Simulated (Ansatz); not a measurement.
`C=C[Si](Cl)(Cl)Cl` + `[SiH3]Br` → `C=C[SiH2]Br` + trichlorosilane at 600 K and 1 bar (formal exchange of groups at a C–Si bond).

Program: Ansatz. Geometries: PBE0-D4/def2-TZVP. ΔE: electronic, gas phase. CCSD(T)/CBS adds triple-zeta CCSD(T) − MP2 to the extrapolated MP2 energy (def2 sets, frozen cores). This one scheme is used for every species. For Br outer-core shells are correlated without core-valence functions, which leaves a few kJ/mol of doubt a bond. Scalar relativity is left out up to krypton. Each species was taken in one conformer, which may not be the lowest.

| species | CCSD(T)/CBS energy (Eh) | H − E (kJ/mol) | S (J/(mol·K)) |
| --- | --- | --- | --- |
| `C=C[Si](Cl)(Cl)Cl` | -1746.47121 | 191.5 | 472.4 |
| `[SiH3]Br` | -2864.23411 | 98.8 | 307.3 |
| `C=C[SiH2]Br` | -2941.53535 | 211.6 | 409.0 |
| `Cl[SiH](Cl)Cl` | -1669.16736 | 79.2 | 373.7 |

H − E and S are ideal-gas, rigid-rotor, harmonic terms from PBE0-D4/def2-TZVP, for one conformer and one mirror image of each species. 1 Eh = 2625.50 kJ/mol, R = 8.31446 J/(mol·K).

Task: By hand: ΔE, ΔH, ΔS and ΔG.

Result: ΔE = (-2941.53535) + (-1669.16736) − (-1746.47121) − (-2864.23411) = 0.00261 Eh = 6.9 kJ/mol. Δ(H − E) = 211.6 + 79.2 − 191.5 − 98.8 = 0.5, so ΔH = 7.4 kJ/mol. ΔS = 409.0 + 373.7 − 472.4 − 307.3 = 3.0 J/(mol·K). ΔG = 7.4 − 600 × (3.0)/1000 = 5.6 kJ/mol.

Task: By hand: the equilibrium constant, and the temperature at which ΔG would vanish if ΔH and ΔS stayed fixed.

Result: log₁₀ K = −ΔG/(RT ln 10) = -0.5. ΔG = 0 at ΔH/ΔS = 2467 K, though so small a ΔH makes that figure unsure.

The number of gas molecules stays the same, so ΔS is small and ΔH decides. The sign of ΔG lies within the doubt. A doubt of 5 kJ/mol in ΔE shifts log₁₀ K by 0.4 here. Other conformers and mirror images would add mixing entropy, several J/(mol·K) or more a flexible species. These are equilibria of isolated gas molecules and say nothing of rates. Largest T1 diagnostic: 0.010 (customary marks: 0.02 for closed shells, 0.045 for open ones).
